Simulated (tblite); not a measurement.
Species: C6H12SSi.
Numbering: `[CH:1]#[C:2][CH2:3][S:4][C:5]([CH3:6])([CH3:7])[SiH3:8]` (hydrogens: H9 on C1; H10, H11 on C3; H12, H13, H14 on C6; H15, H16, H17 on C7; H18, H19, H20 on Si8)

Computed geometry: GFN2-xTB, gas phase.

(1) What internal coordinates does the optimisation give?

Answers

(1) 
```
                     bond  length (bohr)
                    C1≡C2          2.263
                    C2–C3          2.717
                    C3–S4          3.491
                    S4–C5          3.483
             C5–C6, C5–C7          2.874
                   C5–Si8          3.635
                    C1–H9          1.982
           C3–H10, C3–H11          2.062
  C6–H12 and 5 like bonds          2.059
Si8–H18, Si8–H19, Si8–H20          2.762
```

Bonds in one row agree within 0.02 bohr and their mean is given. A selection of angles:
```
    angle  degrees
 C1–C2–C3    178.1
 C2–C3–S4    113.2
 C3–S4–C5    105.2
 S4–C5–C6    110.3
S4–C5–Si8    103.0
 C6–C5–C7    111.0
C6–C5–Si8    110.9
```

Dihedral angles: C2–C3–S4–C5 80° (synclinal); C3–S4–C5–C6 63° (synclinal). The mirror-image conformer, all signs reversed, is as good.

The 4 C–C bonds span 1.198 Å (C1≡C2, drawn triple) to 1.521 Å (C5–C6, drawn single), a spread of 0.323 Å. Si8 (SiH3 silicon) is tetrahedral (angles from 106.4° to 111.2°). Of the pairs four or more bonds apart, C2···H17 is among the closest relative to their van der Waals radii: 2.62 Å, 90 % of the sum of Bondi's values.

Point group: C1 (no symmetry element, even within 0.4 Å). Its GFN2-xTB frequencies are all real (lowest 20 cm⁻¹). One conformer, not necessarily the lowest.

On one thread of an Arm Neoverse N1, shared host with 64 logical CPUs at a one-minute load of 59, this took 1.2 s. That covers the optimisation of the geometry.
